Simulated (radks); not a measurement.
The chlorine ion Cl+ inside a hard spherical wall (all orbitals vanish at R), configuration held at [Ne] 3s2 3p4 and not refilled when levels cross. Method: non-relativistic Kohn-Sham, LDA (Slater exchange, VWN5 correlation), spin-polarised, spherical densities, point nucleus; open shells are filled with parallel spins first; computed with a radial shooting solver on a logarithmic mesh with Libxc functionals. Eigenvalues in eV for spin up, with the zero of energy where the potential of the charges vanishes at infinity; a dash marks a level that is unbound or too diffuse for the functional's potential to be trusted. A positive occupied level is held by the wall or, in an anion where self-interaction has pushed it up, behind a barrier. The pressure on the wall is -dE/dV.

R (bohr)  E (hartree)  kinetic (hartree)    e(2s)    e(2p)    e(3s)    e(3p)  e(4s, empty)  e(3d, empty)  pressure (GPa)
free       -458.18456            457.313  -262.89  -204.52  -32.740  -20.314        -5.700        -4.531               0
12         -458.18456            457.313  -262.89  -204.52  -32.740  -20.314        -5.693        -4.529        < 0.0001
10         -458.18456            457.313  -262.89  -204.52  -32.740  -20.314        -5.651        -4.516        < 0.0001
8          -458.18455            457.313  -262.89  -204.52  -32.739  -20.313        -5.392        -4.446         0.00108
2.5        -456.50278            464.751  -243.84  -185.11  -17.459   -2.679        77.130        19.411            1370
2          -453.04152            475.905  -224.96  -165.65    5.234   22.058        165.36        44.194            6960
1.5        -440.70399            508.501  -187.26  -126.10   77.910   95.363        395.23        104.94           47700
